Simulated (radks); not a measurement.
Results of a calculation; reference values are marked as such.
Species: Se IV. Configuration: [Ar] 3d10 4s2 4p1 (the NIST ground configuration).

Code: a radial shooting solver on a logarithmic mesh with Libxc functionals. Model: scalar-relativistic Kohn-Sham, PBE, spin-unpolarised, spherical densities, finite nucleus; Fermi nuclear charge, rms radius 4.14 fm.

Energy parts (eV):
part                       energy
total                  -66060.133
kinetic                 67411.973
electron-nucleus      -158140.939
Hartree                 27030.552
exchange-correlation    -2361.719

Orbitals (lengths in bohr, moments of r in powers of bohr; r(max) is where P^2 peaks):
[
 {"orbital": "1s", "occ.": "2", "eigenvalue (eV)": "-12542.21", "<r^4>": "0.00001763", "<1/r>": "34.56", "r(max)": "0.02880"},
 {"orbital": "2s", "occ.": "2", "eigenvalue (eV)": "-1643.933", "<r^4>": "0.003545", "<1/r>": "7.632", "r(max)": "0.1645"},
 {"orbital": "2p", "occ.": "6", "eigenvalue (eV)": "-1450.435", "<r^4>": "0.002579", "<1/r>": "7.475", "r(max)": "0.1317"},
 {"orbital": "3s", "occ.": "2", "eigenvalue (eV)": "-249.9519", "<r^4>": "0.2290", "<1/r>": "2.489", "r(max)": "0.5022"},
 {"orbital": "3p", "occ.": "6", "eigenvalue (eV)": "-189.4074", "<r^4>": "0.2820", "<1/r>": "2.337", "r(max)": "0.5002"},
 {"orbital": "3d", "occ.": "10", "eigenvalue (eV)": "-89.4420", "<r^4>": "0.5256", "<1/r>": "2.039", "r(max)": "0.4524"},
 {"orbital": "4s", "occ.": "2", "eigenvalue (eV)": "-49.3218", "<r^4>": "14.02", "<1/r>": "0.8077", "r(max)": "1.447"},
 {"orbital": "4p", "occ.": "1", "eigenvalue (eV)": "-36.4147", "<r^4>": "25.27", "<1/r>": "0.6942", "r(max)": "1.639"},
 {"orbital": "4d", "occ.": "0", "eigenvalue (eV)": "-19.5193", "<r^4>": "106.8", "<1/r>": "0.4819", "r(max)": "2.291"},
 {"orbital": "5s", "occ.": "0", "eigenvalue (eV)": "-18.3685", "<r^4>": "312.5", "<1/r>": "0.3633", "r(max)": "3.476"}
]

The highest occupied level is 4p at -36.415 eV. Summed over all electrons, <r^2> = 18.51 bohr^2, which gives a Langevin (diamagnetic) susceptibility term of -14.7 x 10^-6 cm^3/mol.
